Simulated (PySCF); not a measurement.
**Worked example: refractive index and permittivity of the vapour**

C3H7BO2, SMILES [C@H]1(C)OCB1O.

Coordinates come from a B3LYP-D3(BJ)/def2-SVP optimisation. The structure was generated by enumeration; whether it is a known compound was not checked. One conformer was computed; it need not be the lowest.

PBE/def2-TZVP in PySCF gives a mean static polarisability of 58.5 bohr³ and a dipole moment of 2.45 D. Take an ideal gas at 298.15 K and 0.1 bar, whether or not the substance is that volatile.

Problem. Work out n − 1 in the optical limit and the static ε − 1.

Solution. 
Polarisability volume α' = 58.5 × 0.148185 = 8.67 Å³. Number density N = p/kT = 2.43e-6 Å⁻³.
Dilute limit of Lorentz–Lorenz: n − 1 = 2π N α' = 0.00013.
Orientation term of Debye: μ²/(3kT) = 8.098 Å³ × μ²(D²) = 48.61 Å³.
ε − 1 = 4π N (α' + μ²/3kT) = 0.0017. Orientation of the dipole supplies 85 % of the static response; it can't follow optical fields. Vibrational polarisation and dispersion are left out.
